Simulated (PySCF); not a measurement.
C₆H₅FN₂.
Structure used (GFN2-xTB), in Å, numbered top down from 1:
```xyz
14
C6H5FN2 angstrom
N     -2.9801   -0.1795    0.2668
C     -1.9780    0.4556   -0.1459
C     -0.5519    0.1139   -0.0349
C     -0.0972   -1.0510    0.5898
N      1.1755   -1.3773    0.7015
C      2.0881   -0.5668    0.1988
C      1.7387    0.6151   -0.4419
F      2.6964    1.4148   -0.9417
C      0.4101    0.9724   -0.5677
H     -2.7826   -1.0559    0.7473
H     -2.1861    1.3921   -0.6591
H     -0.7886   -1.7618    1.0236
H      3.1221   -0.8622    0.3063
H      0.1329    1.8900   -1.0653
```

Computed with B3LYP/def2-SVPD in PySCF (dipole) on a GFN2-xTB geometry, gas phase.

Masses are those of the commonest isotopes; rigid-rotor values at the optimised geometry. The values belong to one conformer with, in the numbering `[H]/[N:1]=[CH:2]\[c:3]1[cH:4][n:5][cH:6][c:7]([F:8])[cH:9]1`, N1–C2–C3–C4 0°.

(1) Give the principal moments of inertia and the rotational constants in MHz.

(2) Classify the top.

(3) What does the inertial defect say?

(4) Which lines would a microwave search look for?

(5) Estimate the classical rotational partition function at 25 K, 298.15 K and 500 K.

Results:

(1) Ia = 134.11, Ib = 446.20, Ic = 580.31 u·Å²; 505379 MHz·u·Å²/I gives A = 3768, B = 1133, C = 870.9 MHz.

(2) An asymmetric top; Ray's κ = -0.819.

(3) Planar: Δ = Ic − Ia − Ib = 0.00 u·Å². For a rigid frame Δ = −2 Σ m c², so it vanishes when all atoms lie in the ab plane; here none is more than 0.01 Å from it.

(4) The dipole components are |μa| = 0.94 D, |μb| = 0.47 D, |μc| = 0.00 D; the mirror of this Cs structure is the ab plane, so μc vanishes by symmetry and there are no c-type lines. Intensities carry the squares of the components, which stand as 1.00 : 0.24 (a : b). Some lines, for components of 0.1 D or more:

| type | branch | J(Ka,Kc) | MHz | lower level (cm⁻¹) |
| --- | --- | --- | --- | --- |
| a | Q | 4(1,3) ← 4(1,4) | 2612 | 0.715 |
| b | R | 1(1,1) ← 0(0,0) | 4639 | 0.000 |
| a | R | 3(0,3) ← 2(0,2) | 5937 | 0.200 |
| a | R | 3(1,2) ← 2(1,1) | 6391 | 0.306 |
| b | Q | 4(2,2) ← 4(1,3) | 7301 | 0.803 |
| b | R | 3(1,3) ← 2(0,2) | 7999 | 0.200 |
| b | Q | 2(2,1) ← 2(1,2) | 8693 | 0.280 |
| b | Q | 4(2,3) ← 4(1,4) | 9640 | 0.715 |
| b | R | 2(2,1) ← 1(1,0) | 12176 | 0.163 |
| b | R | 3(2,1) ← 2(1,2) | 14795 | 0.280 |
| b | R | 4(2,2) ← 3(1,3) | 17368 | 0.467 |
| b | Q | 4(4,1) ← 4(3,2) | 19335 | 1.500 |
| b | R | 3(3,0) ← 2(2,1) | 19856 | 0.570 |
| b | R | 4(3,1) ← 3(2,2) | 21899 | 0.770 |
| b | R | 4(4,0) ← 3(3,1) | 27384 | 1.232 |

(5) Point group Cs, symmetry number σ = 1; q = (√π/σ)·√((kT/h)³/(ABC)), k/h = 20836.6 MHz/K: 10900 at 25 K, 450000 at 298.15 K, 978000 at 500 K.

Whether it is a minimum is left open (no frequencies). Constants of a rigid frame at the computed geometry: no zero-point averaging, no centrifugal distortion. Quadrupole hyperfine structure (14N) is left out.
